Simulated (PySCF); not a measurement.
A calculated (PBE0, PySCF 2.14, aug-cc-pwCVTZ-DK, the spin-free X2C one-electron Hamiltonian (Gaussian nucleus)) atom or ion has these occupied shells.

```json
{"shell": "1s α", "electrons": "1", "orbital energy (eV)": "-7063.8", "rms radius, mean of both spins (bohr)": "0.0675"}
{"shell": "1s β", "electrons": "1", "orbital energy (eV)": "-7063.7", "rms radius, mean of both spins (bohr)": "0.0675"}
{"shell": "2s α", "electrons": "1", "orbital energy (eV)": "-862.56", "rms radius, mean of both spins (bohr)": "0.289"}
{"shell": "2s β", "electrons": "1", "orbital energy (eV)": "-859.44", "rms radius, mean of both spins (bohr)": "0.289"}
{"shell": "2p α", "electrons": "3", "orbital energy (eV)": "-737.83", "rms radius, mean of both spins (bohr)": "0.261"}
{"shell": "2p β", "electrons": "3", "orbital energy (eV)": "-735.24", "rms radius, mean of both spins (bohr)": "0.261"}
{"shell": "3s α", "electrons": "1", "orbital energy (eV)": "-128.28", "rms radius, mean of both spins (bohr)": "0.864"}
{"shell": "3s β", "electrons": "1", "orbital energy (eV)": "-120.63", "rms radius, mean of both spins (bohr)": "0.864"}
{"shell": "3p α", "electrons": "3", "orbital energy (eV)": "-92.661", "rms radius, mean of both spins (bohr)": "0.920"}
{"shell": "3p β", "electrons": "3", "orbital energy (eV)": "-84.520", "rms radius, mean of both spins (bohr)": "0.920"}
{"shell": "3d α", "electrons": "5", "orbital energy (eV)": "-36.679", "rms radius, mean of both spins (bohr)": "1.11"}
{"shell": "4s α", "electrons": "1", "orbital energy (eV)": "-24.111", "rms radius, mean of both spins (bohr)": "2.54"}
```

Question: Name the element and its charge.

Answer: Fe²⁺ (iron, charge +2), in [Ar] 3d5 4s1, high-spin 7S determinant (an excited configuration).
